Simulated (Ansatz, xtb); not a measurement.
Ligand exchange: BH2Br + SnH3(NH2) → BH2(NH2) + SnH3Br

Species: BH2Br `BBr`, singlet; SnH3(NH2), singlet; BH2(NH2), singlet; SnH3Br `[Br][SnH3]`, singlet. The partners trade Br for NH2: B–Br and Sn–NH2 bonds give way to B–NH2 and Sn–Br.

Shapes, held fixed at every level: PBE0-D4/def2-TZVP. Programs: Ansatz 0.2.0, xtb 6.7.1. The zero-point and thermal change to 298 K, harmonic and unscaled (PBE0-D4/def2-TZVP), is +7.5 kJ/mol.

```json
{"level": "GFN1-xTB", "kind": "semi-empirical", "ΔH(298 K) (kJ/mol)": "-178.1", "less CCSD(T)/def2-TZVPP": "-18.5", "CPU time (sum over the molecules)": "0.13 s"}
{"level": "HF/def2-SVP", "kind": "Hartree–Fock", "ΔH(298 K) (kJ/mol)": "-192.8", "less CCSD(T)/def2-TZVPP": "-33.2", "CPU time (sum over the molecules)": "–"}
{"level": "SPW92/def2-TZVPP", "kind": "LDA", "ΔH(298 K) (kJ/mol)": "-178.1", "less CCSD(T)/def2-TZVPP": "-18.5", "CPU time (sum over the molecules)": "5.8 s"}
{"level": "PBE-D4/def2-TZVPP", "kind": "GGA", "ΔH(298 K) (kJ/mol)": "-169.5", "less CCSD(T)/def2-TZVPP": "-9.9", "CPU time (sum over the molecules)": "11 s"}
{"level": "B3LYP-D4/def2-TZVPP", "kind": "global hybrid", "ΔH(298 K) (kJ/mol)": "-175.0", "less CCSD(T)/def2-TZVPP": "-15.4", "CPU time (sum over the molecules)": "16 s"}
{"level": "wB97X-V/def2-TZVPP", "kind": "range-separated hybrid", "ΔH(298 K) (kJ/mol)": "-169.9", "less CCSD(T)/def2-TZVPP": "-10.3", "CPU time (sum over the molecules)": "39 s"}
{"level": "B2PLYP/def2-TZVPP", "kind": "double hybrid", "ΔH(298 K) (kJ/mol)": "-170.0", "less CCSD(T)/def2-TZVPP": "-10.4", "CPU time (sum over the molecules)": "22 s"}
{"level": "CCSD/def2-SVP", "kind": "coupled cluster or CI", "ΔH(298 K) (kJ/mol)": "-183.5", "less CCSD(T)/def2-TZVPP": "-23.9", "CPU time (sum over the molecules)": "–"}
{"level": "CCSD(T)/def2-TZVPP", "kind": "coupled cluster or CI", "ΔH(298 K) (kJ/mol)": "-159.6", "less CCSD(T)/def2-TZVPP": "0.0", "CPU time (sum over the molecules)": "99 s"}
```

The highest level, CCSD(T)/def2-TZVPP, gives ΔH(298 K) = -159.6 kJ/mol; the levels span -192.8 to -159.6. The column of differences is taken from that level and isn't an error. No measured value is set beside it here. For atoms past krypton def2 sets carry core potentials with scalar relativity. Relativity is left out for Br. Outer-core shells of Br, Sn are correlated in most correlated rows, in sets that cover them unevenly. CCSD(T)/def2-TZVPP lies outside the range of all other levels here, so it shouldn't be taken on trust. Times are processor times on shared x86 and Arm servers, and rough.
